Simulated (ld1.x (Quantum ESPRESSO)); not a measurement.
# niobium: one change to a TM potential, before and after

Nb (Z = 41), norm-conserving Troullier–Martins (Kleinman–Bylander form), made with ld1.x (Quantum ESPRESSO) 7.5 (PBEsol, scalar-relativistic). Core [Kr], reference 4d4 5s0.75 5p0 (charge +0.25). Waves: 5s (bound): rc 2.70 bohr; 5p (bound, empty): rc 1.45 bohr; 4d (bound): rc 2.50 bohr. Local part: the d channel. Core correction: a·sin(br)/r model core inside 1.20 bohr.

Change: all radii but the core radius scaled by about 1.27 (s 3.42, p 1.84, d 3.16 bohr).

Cutoffs: the cutoffs (Ry, on a coarse ladder) from which the occupation-weighted sum of valence levels, in a spherical-Bessel basis at the reference potential, stays within 10 and 1 mRy of its value at 400 Ry; they do not see the model core or the augmentation charge, which bear on the density cutoff. Errors are all-electron minus pseudo energies relative to the spin-unpolarised reference configuration.

What does the change do?

The potential gets softer (30 Ry and 35 Ry → 21 Ry and 25 Ry); both files keep a bound ghost (p, s); the number of tests that count goes from 6 to 7; of the 6 tests that both files solve, the error grows in 1 and shrinks in 4 by more than 15 % and 0.3 meV (median size 65.4 → 77.1 meV). A larger radius leaves more room for a smooth pseudo-wave, so fewer plane waves are needed.

```tsv
quantity	base	changed
cutoff, loose	30 Ry	21 Ry
cutoff, tight	35 Ry	25 Ry
loose cutoff by channel (10 mRy a level)	s 6 Ry, d 25 Ry	s 8 Ry, d 18 Ry
bound ghosts	p, s	p, s
tests counted (converged, no solver errors)	6 of 7	7 of 7
error for 4d4 5s1 5p0, meV [ΔE -1.16 eV]	-0.4	0.0
error for 4d4 5s0 5p0, meV [ΔE 5.49 eV]	-9.5	-7.1
error for 4d3 5s0 5p0, meV [ΔE 19.52 eV]	-75	-109
error for 4d3 5s1 5p0, meV [ΔE 5.88 eV]	-56	-45
error for 4d1 5s0 5p0, meV [ΔE 81.08 eV]	-1477	-891
error for 4d2 5s0 5p0, meV [ΔE 44.21 eV]	-481	-417
```

Base: The cutoffs count occupied waves only; the empty 5p level needs 70 Ry at the loose tolerance. Tests not counted: 4d3 5s1 5p1 (solver errors, printed error -2.2 eV). These tests converged, but a pseudo level misses the all-electron one widely, so the file describes the atom poorly there or has found another state: 4d2 5s0 5p0: empty 5s by 3.5 eV. The 5p radius (1.45 bohr) lies inside the outermost node of the all-electron wave (1.62 bohr), which a nodeless pseudo-wave cannot match soundly. Changed file: The cutoffs count occupied waves only; the empty 5p level needs 230 Ry at the loose tolerance. These tests converged, but a pseudo level misses the all-electron one widely, so the file describes the atom poorly there or has found another state: 4d2 5s0 5p0: empty 5s by 3.3 eV. A true bound ghost makes a file unfit for plane-wave use even where its test errors are small: the radial tests pick states by their node count and pass the ghost by. Where a test does run into it, the solver fails or the error is huge.
